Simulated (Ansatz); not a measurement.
Reaction (ligand exchange at a B–O bond): `CB(O)O` + CH₃OH → `COB(C)O` + H₂O

Computed with Ansatz on PBE0-D4/def2-TZVP structures; ΔE is electronic, products minus reactants. CBS: MP2 limit from def2 TZ/QZ plus the TZ coupled-cluster correction, frozen cores. This one scheme is used for every species. DFT in def2-TZVPP. B3LYP here is the variant with VWN-RPA as its local correlation; programs differ in this. HSE06 is defined as in plane-wave codes. Each species was taken in one conformer, which may not be the lowest.

`CB(O)O`:

```xyz
9

C     1.123    0.021    0.531
B    -0.285   -0.022   -0.153
O    -0.532    0.833   -1.194
O    -1.220   -0.899    0.331
H     1.905    0.328   -0.165
H     1.110    0.758    1.342
H     1.391   -0.939    0.976
H    -1.416    0.791   -1.566
H    -2.077   -0.872   -0.101
```

CH₃OH:

Cartesian coordinates in Å:
```
C -0.227 0.259 0.090
O 0.281 -0.817 -0.665
H -1.159 0.571 -0.384
H 0.453 1.120 0.101
H -0.451 -0.025 1.125
H 1.103 -1.107 -0.267
```

`COB(C)O`:

Cartesian coordinates in Å:
```
C -0.499 -0.713 -1.458
O 0.495 0.184 -1.024
B 0.607 0.561 0.287
C -0.326 0.032 1.432
O 1.600 1.447 0.583
H -1.493 -0.259 -1.408
H -0.504 -1.632 -0.863
H -0.286 -0.972 -2.496
H -0.218 -1.051 1.557
H -0.095 0.505 2.387
H -1.382 0.209 1.206
H 2.100 1.689 -0.203
```

H₂O:

Cartesian coordinates in Å:
```
O -0.385 -0.045 0.034
H 0.083 0.655 -0.427
H 0.302 -0.610 0.393
```

| level | ΔE (kcal/mol) | difference from CCSD(T)/CBS |
| --- | --- | --- |
| r2SCAN-D4 | -3.2 | 0.8 |
| B3LYP-D4 | -3.3 | 0.7 |
| r2SCANh-D4 | -3.2 | 0.8 |
| HSE06-D4 | -3.1 | 0.9 |
| CAM-B3LYP-D4 | -3.3 | 0.7 |
| r2SCAN | -2.9 | 1.1 |
| r2SCAN0 | -2.9 | 1.1 |
| RPA@PBE/def2-TZVPP | -3.5 | 0.5 |
| HF/def2-TZVPP | -1.7 | 2.3 |
| MP2/CBS(def2) | -4.2 | -0.2 |
| CCSD(T)/CBS | -4.0 | 0 |

**Question.** What do rigid-rotor, harmonic-oscillator terms from PBE0-D4/def2-TZVP frequencies (298.15 K, 1 bar) make of the CCSD(T)/CBS value? (An estimate is asked.)

**Answer.** Ansatz gave: ΔZPE = -1.0 kcal/mol, ΔH = -4.3 kcal/mol, ΔS = -15 J/(mol·K), ΔG = -3.2 kcal/mol. Modes under 50 cm⁻¹ make the entropy rough.

Largest T1 diagnostic among the species: 0.012.

From BLYP to BHLYP (50 % exact exchange), in def2-TZVPP and without D4, ΔE moves by −0.8 kcal/mol. The D4 term adds −1.4 kcal/mol with B3LYP and −0.8 kcal/mol with PBE0; it sums over pairs of atoms, weighted by their polarisabilities, and B3LYP, whose exchange is more repulsive, gets the larger term.
